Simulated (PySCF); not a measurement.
Vibration and rotation of MoH

ROHF-CCSD(T) constants of MoH, ⁶Σ⁺ (sextet), unpaired electrons σ ↑, π ↑↑, δ ↑↑ (Mo def2-TZVPP with ECP28, H def2-TZVPP; scalar-relativistic core potentials (PySCF 2.14); masses 97.9054 and 1.0078 u):

| Item | Value |
| --- | --- |
| ωe | 1782.5 cm⁻¹ |
| ωexe | 29.9 cm⁻¹ |
| Be | 5.7329 cm⁻¹ |
| αe | 0.146 cm⁻¹ |
| De to Mo (4d5 5s1) + H | 2.41 eV |

Question: What force constant and bond length do these constants imply?

Answer: Reduced mass μred = 0.99756 u; k = 5.8918×10⁻⁷·μred·ωe² (u, cm⁻¹, mdyn/Å) = 1.87 mdyn/Å; Re = √(16.8576/(μred·Be)) (u, cm⁻¹, Å) = 1.717 Å.

Question: Estimate the centrifugal constant D from the Kratzer relation and find the Dunham coefficient a1.

Answer: D = 4Be³/ωe² = 0.000237 cm⁻¹; a1 = −1 − αeωe/(6Be²) = -2.32.

Correlated steps freeze no core orbitals. Spin–orbit coupling is left out, which matters for elements this heavy, above all for dissociation energies. The state is the lowest single determinant that the PBE0 search found; with open d or f shells the true ground state can be another one.
